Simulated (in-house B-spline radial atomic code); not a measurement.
# Ionising Ar with different functionals

Computed with a B-spline radial code for spherical atoms: four-component Dirac-Coulomb Hamiltonian, Fermi nucleus of rms radius 3.4274 fm, spin-restricted, spherical fractional occupations for the functionals, and exact exchange of hybrids averaged over the configuration. The ionisation energy is the difference of two self-consistent energies, [Ne] 3s2 3p6 → [Ne] 3s2 3p5, without Breit or QED terms; ε is the level of the shell that loses the electron (mean over j). The electron is taken from both j subshells in proportion to 2j + 1, so the result is a j average, not the step between ground levels.

| method | rung | ΔSCF (eV) | -ε(3p) (eV) |
| --- | --- | --- | --- |
| PBE0 | global hybrid | 15.99 | 11.96 |
| B3LYP | global hybrid | ? | ? |
| LC-wPBE | range-separated hybrid | 16.08 | 14.95 |
| HSE06 | range-separated hybrid | ? | ? |

Q: What does B3LYP give?

A: ΔSCF 16.03 eV, and -ε(3p) = 11.65 eV.

Q: What does HSE06 give?

A: ΔSCF 15.98 eV, and -ε(3p) = 11.54 eV.

Q: Among the functionals, which spreads more, the ΔSCF values or the orbital energies?

A: The orbital energies: ΔSCF values span about 0.10 eV and the orbital energies 3.41 eV; here energy differences depend much less on the functional than eigenvalues do.

Q: How do they compare with the NIST value?

A: NIST lists 15.760 eV (measured, ground level to ground level). Errors run from +0.22 to +0.32 eV; HSE06 is closest (+0.22 eV), but part of that can be cancellation, since the calculations leave out Breit-QED terms, spin polarisation, the choice among j levels, multiplet and fine-structure energies.
